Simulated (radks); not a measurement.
Neutral boron inside a hard spherical wall (all orbitals vanish at R), configuration held at [He] 2s2 2p1 and not refilled when levels cross. Method: non-relativistic Kohn-Sham, LDA (Slater exchange, Perdew-Wang correlation), spin-polarised, spherical densities, point nucleus; open shells are filled with parallel spins first; computed with a radial shooting solver on a logarithmic mesh with Libxc functionals. Eigenvalues in eV for spin up, with the zero of energy where the potential of the charges vanishes at infinity; a dash marks a level that is unbound or too diffuse for the functional's potential to be trusted. A positive occupied level is held by the wall or, in an anion where self-interaction has pushed it up, behind a barrier. The pressure on the wall is -dE/dV.

R (bohr)  E (hartree)  kinetic (hartree)    e(1s)   e(2s)   e(2p)  e(3s, empty)  e(3p, empty)  pressure (GPa)
free        -24.35246             24.172  -178.59  -9.801  -4.098        -0.162             -               0
15          -24.35246             24.172  -178.59  -9.801  -4.098        -0.008         0.759        < 0.0001
12          -24.35245             24.172  -178.59  -9.799  -4.096         0.246         1.260        0.000165
6           -24.34258             24.235  -177.84  -9.354  -3.535         5.978         8.300           0.811
4           -24.21431             24.790  -173.53  -6.440  -0.080        23.945        25.619            27.9
3.5         -24.07374             25.274  -170.51  -3.993   2.596        36.240        36.548            76.0
2           -21.44722             31.627  -145.40  31.014  33.413        172.83        145.77            3040
1.5         -16.67753             40.982  -122.45  89.114  74.665        356.52        282.03           17000
